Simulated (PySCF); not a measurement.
**LDA on P (phosphorus, neutral)**

Configuration: [Ne] 3s1 3p3 4s1, high-spin 6S determinant (an excited configuration). Calculation: PySCF 2.14, in aug-cc-pV(5+d)Z (8s7p6d4f3g2h, 136 functions); no relativity, point nucleus.

| Item | Value |
| --- | --- |
| Total energy | -339.5395 hartree |
| One-electron energy | -467.9799 hartree |
| Hartree (Coulomb) energy | 150.2092 hartree |
| Exchange-correlation energy | -21.7688 hartree |
| Kinetic energy | 339.98163 hartree |
| ⟨S²⟩ | 8.7500 |
| ⟨L²⟩ | 0.000 |
| Sum of ⟨r⟩ | 17.70 bohr |
| Sum of ⟨r²⟩ | 54.18 bohr² |
| Density at the nucleus (Gaussians lack the cusp) | 2170 bohr⁻³ |
| Spin density at the nucleus | 7.72 bohr⁻³ |
| Langevin diamagnetic susceptibility | -42.9 ×10⁻⁶ cm³/mol |

```csv
shell,electrons,mean orbital energy (hartree),"rms radius, mean of both spins (bohr)"
1s α,1,-76.27015,0.121
1s β,1,-76.24626,0.121
2s α,1,-6.55782,0.572
2s β,1,-6.52930,0.572
2p α,3,-4.80713,0.545
2p β,3,-4.77399,0.545
3s α,1,-0.73054,1.94
3p α,3,-0.39793,2.29
4s α,1,-0.07616,5.67
```

The outer electron is Rydberg-like, and this basis confines it to a smaller radius and binds it less than a complete one would.
